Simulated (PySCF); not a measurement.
Ge(Me)(Vi)(NH2)2, C3H10GeN2, SMILES [Ge]([NH2])([CH]=C)([CH3])[NH2], singlet, GFN2-xTB optimised geometry.

```
16

C     -1.73     0.66    -0.93
C     -0.92     0.18     0.00
Ge    -0.15    -1.66     0.00
C     -0.77    -2.72    -1.55
N      1.68    -1.66     0.00
N     -0.56    -2.59     1.52
H     -2.03     0.05    -1.77
H     -2.13     1.66    -0.90
H     -0.64     0.82     0.83
H     -0.46    -2.26    -2.49
H     -1.85    -2.82    -1.55
H     -0.33    -3.71    -1.50
H      2.13    -1.37     0.86
H      2.11    -1.16    -0.76
H     -0.10    -2.30     2.37
H     -1.55    -2.69     1.72
```

Density from PySCF 2.14.0 with CAM-B3LYP/def2-TZVP at that geometry.

Minimum of the electron density along straight lines between bonded atoms, close to the bond critical point (lines longer than 1.1 times the sum of covalent radii, or with two minima, are not listed):

```tsv
bond	length / Å	ρ at the minimum / e bohr⁻³	∇²ρ there / e bohr⁻⁵	position (fraction from the first atom)
C1–C2	1.321	?	-1.13	0.50
C2–Ge3	1.995	0.121	?	0.54
Ge3–C4	1.974	0.126	?	0.47
Ge3–N5	1.829	0.142	0.44	0.47
Ge3–N6	1.829	0.143	0.44	0.47
C1–H7	1.078	0.289	-1.04	0.64
C1–H8	1.081	0.287	-1.03	0.65
C2–H9	1.085	0.282	-0.99	0.64
C4–H10	1.086	0.277	-0.94	0.64
C4–H11	1.086	0.277	-0.94	0.64
C4–H12	1.085	0.278	-0.95	0.64
N5–H13	1.010	0.335	-1.60	0.73
N5–H14	1.010	0.336	-1.60	0.73
N6–H15	1.010	0.335	-1.60	0.73
N6–H16	1.010	0.336	-1.60	0.73
```

### Question
Some entries are withheld; supply them.

### Answer

- C1–C2, ρ at the minimum / e bohr⁻³: 0.361
- C2–Ge3, ∇²ρ there / e bohr⁻⁵: 0.09
- Ge3–C4, ∇²ρ there / e bohr⁻⁵: 0.06
